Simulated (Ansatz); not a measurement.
C2H8BFSi can be A, `CB[SiH](C)F`, or B, `B[SiH](C)CF`.

Isolated molecules relaxed with PBE0-D4/def2-TZVP in Ansatz; ΔE leaves out vibrations. CBS: MP2 limit from def2 TZ/QZ plus the TZ coupled-cluster correction, frozen cores. DFT in def2-TZVPP. B3LYP here is the variant with VWN-RPA as its local correlation; programs differ in this. Each species was taken in one conformer, which may not be the lowest.

(1) Which is lower in electronic energy at CCSD(T)/CBS, and by how much? (Estimate.)

(2) Give E(B) − E(A) in kcal/mol with PBE0-D4, B2PLYP, B3LYP, CCSD(T)/def2-TZVPP, MP2/def2-TZVPP, HF/def2-TZVPP, PBE-D4. (Best estimate.)

Largest T1 diagnostic: 0.011.

Answers

(1) Ansatz gave: A, by 61.9 kcal/mol.

(2) The calculation gave: PBE0-D4 60.2, B2PLYP 61.6, B3LYP 60.6, CCSD(T)/def2-TZVPP 60.9, MP2/def2-TZVPP 63.5, HF/def2-TZVPP 61.0, PBE-D4 58.9. None reverses the order clearly.

From PBE to PBE0 (25 % exact exchange), in def2-TZVPP and without D4, E(B) − E(A) moves by +1.2 kcal/mol.
